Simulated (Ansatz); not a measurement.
Reaction (ligand exchange at the Si–Se bond): `SC[SiH2][SeH]` + H–F → `F[SiH2]CS` + H₂Se

Calculated with Ansatz (gas phase, PBE0-D4/def2-TZVP geometries, no zero-point term in ΔE). CBS: MP2 limit from def2 TZ/QZ plus the TZ coupled-cluster correction, frozen cores. This one scheme is used for every species. Functionals use def2-TZVPP. HSE06 is defined as in plane-wave codes. For Se outer-core shells are correlated without core-valence functions, which leaves a few kJ/mol of doubt a bond. Scalar relativity is left out up to krypton. Each species was taken in one conformer, which may not be the lowest.

`SC[SiH2][SeH]`:

Cartesian coordinates in Å:
```
S 1.825 -0.052 0.911
C 0.673 -0.495 -0.409
Si -1.103 -0.186 0.122
Se -1.420 1.885 1.007
H 2.896 -0.701 0.422
H 0.747 -1.563 -0.635
H 0.889 0.065 -1.322
H -1.972 -0.402 -1.065
H -1.485 -1.114 1.214
H -1.049 2.562 -0.244
```

H–F:

Z-matrix (Å, degrees):
```
F
H 1 0.920
```

`F[SiH2]CS`:

Cartesian coordinates in Å:
```
F 0.862 -0.765 -1.586
Si 0.429 0.564 -0.799
C -0.113 0.068 0.913
S -1.439 -1.168 0.842
H 1.618 1.453 -0.757
H -0.687 1.195 -1.538
H -0.548 0.941 1.409
H 0.716 -0.280 1.534
H -0.838 -2.008 -0.016
```

H₂Se:

Z-matrix (Å, degrees):
```
Se
H 1 1.467
H 1 1.467 2 91.2
```

Task: Is it downhill or uphill in electronic energy at CCSD(T)/CBS, and by how much? (Best estimate.)

Result: Ansatz gave: Downhill: ΔE = -70.8 kJ/mol.

Task: What do these levels give: r2SCAN0-D4, HSE06-D4, BHLYP-D4, RPA@PBE/def2-TZVPP, CCSD(T)/def2-SVP, SCS-MP2/def2-TZVPP? (An estimate is asked.)

Result: Ansatz gave: r2SCAN0-D4 -76.0, HSE06-D4 -64.4, BHLYP-D4 -82.6, RPA@PBE/def2-TZVPP -80.0, CCSD(T)/def2-SVP -81.7, SCS-MP2/def2-TZVPP -78.5 kJ/mol.

Largest T1 diagnostic among the species: 0.011.

At CCSD(T), def2-SVP lies −10.8 kJ/mol from the extrapolated value and def2-TZVPP −5.2 kJ/mol. In def2-TZVPP, CCSD(T) changes the Hartree–Fock value by +24.9 kJ/mol (the triples alone add +4.1 kJ/mol) and MP2 by +31.8 kJ/mol.
